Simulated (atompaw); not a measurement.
# Before and after: PAW (atompaw) potential for tungsten (W)

| Property | Result |
| --- | --- |
| Element | W |
| Generator | atompaw 4.2.0.5 |
| Type | PAW |
| Functional | LDA (PW92) |
| Relativity | scalar-relativistic |
| Frozen core | [Kr] 4d10 4f14 5s2 |
| Valence charge | 12 |
| Reference configuration | 5p6 5d4 6s2 6p0 |
| Partial waves | 6s (bound); 6s channel at 3.15 Ry; 5p (bound); 6p (bound, empty); 5d (bound); 5d channel at 0.65 Ry |
| Local potential | bessel scheme, radius 2.45 bohr |
| Core correction | smooth core density matched at 2.20 bohr |
| Augmentation charge | sinc compensation charge, radius 2.50 bohr; PAW radius 2.55 bohr; waves and projectors: bloechl |

All-electron outer shells of the reference configuration (LDA (PW92), scalar-relativistic, ld1.x):

| shell | level (eV) | outermost node (bohr) | outermost maximum (bohr) |
| --- | --- | --- | --- |
| 5s | -79.30 | 0.53 | 0.96 |
| 5p | -43.39 | 0.57 | 1.09 |
| 4f | -33.46 | – | 0.43 |
| 6s | -5.90 | 1.28 | 2.64 |
| 5d | -4.68 | 0.63 | 1.50 |
| 6p | -1.46 | 1.54 | 3.75 |

Change: all radii scaled by about 1.25 (s 3.18, p 1.74, d 3.18 bohr); local potential bessel scheme, radius 3.04 bohr; augmentation sinc compensation charge, radius 3.12 bohr; PAW radius 3.18 bohr; waves and projectors: bloechl; core correction smooth core density matched at 2.74 bohr.

Cutoffs: the cutoffs (Ry, on a coarse ladder) from which the occupation-weighted sum of valence levels, in a spherical-Bessel basis at the reference potential, stays within 10 and 1 mRy of its value at 400 Ry; they do not see the model core or the augmentation charge, which bear on the density cutoff.

Problem. What does the change do?

Solution. The potential gets softer (30 Ry and 35 Ry → 21 Ry and 25 Ry); neither file shows a bound ghost. A larger radius leaves more room for a smooth pseudo-wave, so fewer plane waves are needed.

| quantity | base | changed |
| --- | --- | --- |
| cutoff, loose | 30 Ry | 21 Ry |
| cutoff, tight | 35 Ry | 25 Ry |
| loose cutoff by channel (10 mRy a level) | s 6 Ry, p 25 Ry, d 18 Ry | s 6 Ry, p 15 Ry, d 12 Ry |
| bound ghosts | none | none |
| lowest overlap eigenvalue by channel | s 0.47, p 0.66, d 0.93 | s 0.41, p 0.75, d 0.95 |

 The cutoffs see the waves, projectors and local potential, not the compensation charge or the core.
